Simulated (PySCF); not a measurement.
## Spinor energies of Cd²⁺ (cadmium, charge +2)

Start: [Kr] 4d10. Calculated with PySCF 2.14 in x2c-TZVPall-2c with one added diffuse shell each of s, p, d type (9s10p8d1f, 86 functions): generalised Hartree-Fock with the X2C-1e Hamiltonian and a Gaussian nucleus; one run each with spin-orbit coupling (SO) switched off, then screened by Boettger's factors. This is a chosen level, not necessarily the ground level.

| spinor shell | electrons | ε, spin-free (eV) | ε, screened SO (eV) | weight of nominal j (screened SO) | rms radius, screened SO (bohr) |
| --- | --- | --- | --- | --- | --- |
| 1s1/2 | 2 | -26864.7 | -26862.6 | 1.000 | 0.0348 |
| 2s1/2 | 2 | -4092.4 | -4091.8 | 1.000 | 0.142 |
| 2p1/2 | 2 | -3666.8 | -3800.2 | 1.000 | 0.124 |
| 2p3/2 | 4 | -3666.8 | -3605.6 | 1.000 | 0.128 |
| 3s1/2 | 2 | -815.75 | -815.60 | 1.000 | 0.381 |
| 3p1/2 | 2 | -672.73 | -697.36 | 1.000 | 0.375 |
| 3p3/2 | 4 | -672.73 | -661.38 | 1.000 | 0.386 |
| 3d3/2 | 4 | -449.47 | -453.73 | 1.000 | 0.362 |
| 3d5/2 | 6 | -449.47 | -446.52 | 1.000 | 0.365 |
| 4s1/2 | 2 | -147.40 | -147.38 | 1.000 | 0.944 |
| 4p1/2 | 2 | -103.33 | -107.56 | 1.000 | 1.01 |
| 4p3/2 | 4 | -103.33 | -101.39 | 1.000 | 1.04 |
| 4d3/2 | 4 | -38.068 | -38.562 | 1.000 | 1.34 |
| 4d5/2 | 6 | -38.068 | -37.737 | 1.000 | 1.36 |

```csv
quantity,spin-free,screened SO
E (hartree),-5589.93379,-5591.05844
M_J,0,0
⟨J²⟩,0.000,0.000
⟨L²⟩,0.000,0.016
⟨S²⟩,0.000,0.016
```

Breit and QED terms are absent; they matter most for the inner s and p1/2 levels.

Densities and radii are taken from the X2C orbitals without a picture-change correction, which distorts them close to the nucleus.

Without spin-orbit coupling the j labels of p, d and f shells carry no meaning; the spin-free column gives the mean over the occupied spinors of each nl shell.
